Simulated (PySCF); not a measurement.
C₈H₅FOS.

```xyz
16

F      0.8964     1.8540     1.2255
C      1.2800     0.7729     0.5477
C      2.6538     0.4384     0.3889
C      2.8132    -0.7097    -0.3413
S      1.2968    -1.3844    -0.8355
C      0.3975    -0.1061    -0.0521
C     -1.0447    -0.0756    -0.0917
C     -1.9804    -0.9045    -0.6706
C     -3.2606    -0.3463    -0.3593
C     -3.0145     0.7756     0.3820
O     -1.6786     0.9465     0.5485
H      3.4647     1.0357     0.8050
H      3.7414    -1.2043    -0.6211
H     -1.7735    -1.8026    -1.2480
H     -4.2352    -0.7311    -0.6504
H     -3.6519     1.5243     0.8437
```

Geometry optimised at B3LYP-D3(BJ)/def2-SVP. The structure was generated by enumeration, and PubChem lists no compound with its InChIKey, so it may never have been made. The values are those of a single conformer.

These are PBE/pcSseg-1 (PySCF) values and carry that method's errors. Non-relativistic, no solvent.

Problem. Give the absolute GIAO shielding of each atom: isotropic value and principal components (ppm). (The exact figures need the calculation; the answer reports its results.)

Solution. 
```csv
atom,σ(iso),σ11,σ22,σ33,span
F1,283.8,171.5,261.8,418.3,246.8
C2,19.0,-19.2,22.4,53.7,72.9
C3,57.9,-9.8,45.1,138.3,148.1
C4,56.1,-34.9,55.6,147.5,182.4
S5,294.1,168.9,352.5,360.8,191.9
C6,59.9,10.7,42.8,126.3,115.6
C7,29.6,-32.9,31.6,90.1,123.0
C8,70.8,1.2,64.0,147.3,146.1
C9,64.4,-17.5,58.9,151.8,169.3
C10,36.4,-37.7,49.6,97.1,134.9
O11,24.8,-114.9,-39.1,228.3,343.2
H12,24.5,21.8,25.0,26.8,5.0
H13,24.6,21.9,24.6,27.2,5.3
H14,24.7,21.0,24.8,28.2,7.3
H15,24.7,22.8,25.2,26.1,3.3
H16,23.9,21.0,24.8,25.8,4.9
```
